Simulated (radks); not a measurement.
Results of a calculation; reference values are marked as such.
Species: Tb10+. Configuration: [Kr] 4d10 4f(5/2: 5, 7/2: 0) 5s1 5p(1/2: 2, 3/2: 1) (not the ground configuration).

Code: a radial shooting solver on a logarithmic mesh with Libxc functionals. Model: Dirac Kohn-Sham, PBE, spin-unpolarised, spherical densities, finite nucleus; Fermi nuclear charge, rms radius 5.06 fm.

Energy parts (Ry):
part                       energy
total                 -23376.7960
kinetic                25570.0109
electron-nucleus      -56792.6157
Hartree                 8346.4311
exchange-correlation    -500.6222

Orbitals (lengths in bohr, moments of r in powers of bohr; <r^-3> diverges for s and p1/2):
| orbital | occ. | eigenvalue (Ry) | <1/r> | <r^4> | <r^-3> | small-component weight |
|---|---|---|---|---|---|---|
| 1s1/2 | 2 | -3820.691 | 73.09 | 1.064e-06 | - | 5.88e-02 |
| 2s1/2 | 2 | -644.6171 | 17.47 | 0.0001676 | - | 1.30e-02 |
| 2p1/2 | 2 | -613.2887 | 17.45 | 0.0001034 | - | 1.31e-02 |
| 2p3/2 | 4 | -558.4260 | 15.35 | 0.0001371 | 10440 | 1.21e-02 |
| 3s1/2 | 2 | -153.9184 | 6.377 | 0.006462 | - | 4.14e-03 |
| 3p1/2 | 2 | -140.2903 | 6.292 | 0.005855 | - | 4.08e-03 |
| 3p3/2 | 4 | -128.9640 | 5.760 | 0.007224 | 2230 | 3.81e-03 |
| 3d3/2 | 4 | -105.4694 | 5.638 | 0.005190 | 375.7 | 3.69e-03 |
| 3d5/2 | 6 | -103.0001 | 5.507 | 0.005538 | 332.7 | 3.61e-03 |
| 4s1/2 | 2 | -41.33178 | 2.691 | 0.1523 | - | 1.35e-03 |
| 4p1/2 | 2 | -35.95945 | 2.589 | 0.1701 | - | 1.27e-03 |
| 4p3/2 | 4 | -33.36365 | 2.411 | 0.2072 | 513.5 | 1.18e-03 |
| 4d3/2 | 4 | -24.47177 | 2.211 | 0.2723 | 75.26 | 1.02e-03 |
| 4d5/2 | 6 | -23.98869 | 2.168 | 0.2890 | 65.85 | 9.96e-04 |
| 4f5/2 | 5 | -13.23198 | 1.796 | 0.5897 | 11.58 | 7.07e-04 |
| 4f7/2 | 0 | -13.15029 | 1.782 | 0.6054 | 11.24 | 6.99e-04 |
| 5s1/2 | 1 | -14.72736 | 1.180 | 3.024 | - | 3.92e-04 |
| 5p1/2 | 2 | -12.91376 | 1.103 | 3.874 | - | 3.53e-04 |
| 5p3/2 | 1 | -12.34411 | 1.048 | 4.543 | 114.1 | 3.32e-04 |

The highest occupied level is 5p3/2 at -167.95 eV. The configuration is held as typed, so some empty levels lie below it. Summed over all electrons, <r^2> = 17.59 bohr^2, which gives a Langevin (diamagnetic) susceptibility term of -13.9 x 10^-6 cm^3/mol. The electron density at the nucleus is 6.866e+05 e/bohr^3. The density falls to 0.001 e/bohr^3 at r = 2.47 bohr.
